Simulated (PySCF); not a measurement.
H₈N₂OSi₂, SMILES [SiH2](N)O[SiH2]N. Geometry: B3LYP-D3(BJ)/def2-SVP. The values are those of a single conformer.

Computed equilibrium geometry at B3LYP-D3(BJ)/def2-SVP (PySCF confirms it by a frequency run) as bond lengths and angles, and its point group (one conformer of several):
point group C2.
Atoms: Si1 N2 O3 Si4 N5 H6 H7 H8 H9 H10 H11 H12 H13. Bonded distances (Å): Si1–N2 1.726, Si1–O3 1.668, Si1–H6 1.488, Si1–H7 1.484, N2–H8 1.015, N2–H9 1.014, O3–Si4 1.668, Si4–N5 1.726, Si4–H10 1.488, Si4–H11 1.484, N5–H12 1.014, N5–H13 1.015. Angles (°): N2–Si1–O3 114.8, N2–Si1–H6 106.6, N2–Si1–H7 108.4, O3–Si1–H6 108.8, O3–Si1–H7 106.4, H6–Si1–H7 112.1, Si1–N2–H8 122.0, Si1–N2–H9 121.5, H8–N2–H9 111.6, Si1–O3–Si4 135.9, O3–Si4–N5 114.8, O3–Si4–H10 108.8, O3–Si4–H11 106.4, N5–Si4–H10 106.6, N5–Si4–H11 108.4, H10–Si4–H11 112.1, Si4–N5–H12 121.5, Si4–N5–H13 122.0, H12–N5–H13 111.6.
